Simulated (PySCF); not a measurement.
Compound: C₅H₈FN₂S (doublet state).
Atom-mapped SMILES: `[CH3:1][CH2:2][C:3]1[N:4]=[C:5]([CH2:6][F:7])[S:8][NH:9]1` (hydrogens: H10, H11, H12 on C1; H13, H14 on C2; H15, H16 on C6; H17 on N9)

Geometry (GFN2-xTB, Å), atoms numbered from 1 in this order:
```xyz
17
C5H8FN2S angstrom
C     -2.382   -0.888    0.510
C     -1.692    0.478    0.610
C     -0.406    0.487   -0.131
N      0.755    0.226    0.384
C      1.745    0.223   -0.480
C      3.149   -0.077   -0.164
F      3.497   -1.377   -0.529
S      1.195    0.589   -2.142
N     -0.364    0.775   -1.490
H     -2.602   -1.138   -0.526
H     -1.738   -1.660    0.922
H     -3.315   -0.875    1.068
H     -1.479    0.698    1.656
H     -2.350    1.254    0.211
H      3.845    0.572   -0.707
H      3.308   -0.011    0.916
H     -1.170    0.737   -2.092
```

The hyperfine couplings belong to this conformer and change with its torsions.

The calculation used UKS B3LYP, pcH-1 on C F H N S, non-relativistic, mean-field spin-orbit, GIAO (PySCF 2.14.0). Geometry: GFN2-xTB, one conformer, isolated molecule. The geometry wasn't refined by DFT: couplings that depend on bond lengths, twists or pyramidal angles can differ widely from those at the functional's own minimum. Stability of the SCF solution: not tested.

Principal values of hyperfine tensors in MHz (contact, dipolar and spin–orbit terms together), for some of the nuclei:

| atom | isotope | A1 | A2 | A3 |
| --- | --- | --- | --- | --- |
| F7 | 19F | 176.97 | 180.59 | 367.71 |
| C5 | 13C | 9.21 | 10.99 | 149.13 |
| C1 | 13C | 22.04 | 22.26 | 26.67 |
| H15 | 1H | 15.71 | 17.48 | 25.72 |
| N9 | 14N | 2.42 | 2.91 | 32.97 |
| C6 | 13C | -13.83 | -12.15 | -10.35 |
| H14 | 1H | 9.06 | 9.45 | 15.45 |
| C2 | 13C | -11.25 | -10.75 | -9.95 |

Problem. Give the isotropic coupling of each nucleus in MHz and in mT (g = 2.0034), and the anisotropic part.

Solution. a_iso is a third of the trace, T = A − a_iso, and a(mT) = a(MHz)/(g × 13.996). The tensors hold a spin–orbit part: the run splits a_iso into a_FC + a_SO, and T includes its anisotropic share.

```
atom  a_iso (MHz)    a_FC   a_SO  a_iso (mT)      T1      T2      T3
  F7       241.75  241.09   0.67       8.622  -64.79  -61.17  125.95
  C5        56.44   56.10   0.35       2.013  -47.23  -45.46   92.69
  C1        23.65   23.66   0.00       0.844   -1.62   -1.40    3.01
 H15        19.64   19.63   0.01       0.700   -3.93   -2.15    6.08
  N9        12.77   12.62   0.15       0.455  -10.35   -9.85   20.21
  C6       -12.11  -12.09  -0.02      -0.432   -1.72   -0.04    1.76
 H14        11.32   11.32   0.00       0.404   -2.26   -1.87    4.13
  C2       -10.65  -10.66   0.01      -0.380   -0.60   -0.10    0.70
```

Problem. What spin density at the nucleus of H14 lies behind its contact coupling (g_N = 5.58569)?

Solution. a_FC = 800.24 MHz bohr³ × g_N × ρ(0)/(2S). With a_FC = 11.32 MHz and 2S = 1, ρ(0) = 0.002532 bohr⁻³. In magnitude that is 0.8 % of the 1/π = 0.318 of a free hydrogen atom.

Problem. C3 (13C, g_N = 1.40482) isn't in the table. Its spin density at the nucleus is 0.02292 bohr⁻³. What is its contact coupling?

Solution. By the same relation, a_FC = 25.8 MHz. Its full tensor has the principal values 0.13, 1.14, 75.94 MHz.

Problem. Name the largest traceless tensor T of the table and describe it.

Solution. F7: -64.8, -61.2, 126.0 MHz (the dipolar term alone has -64.9, -61.7, 126.6), nearly axial, close to the ratio −1:−1:+2.

Problem. What first-order splitting does C5 cause when the field lies along A1, A2 or A3 of its tensor (g taken as isotropic, no quadrupole term)?

Solution. 2 lines (I = 1/2), spaced by |A_i|/(g × 13.996): 0.33, 0.39, 5.32 mT along the axes of A1, A2 and A3.

The SMILES draws the unpaired electron on C3; the largest computed Mulliken spin population is on C5 (0.49 against 0.26).
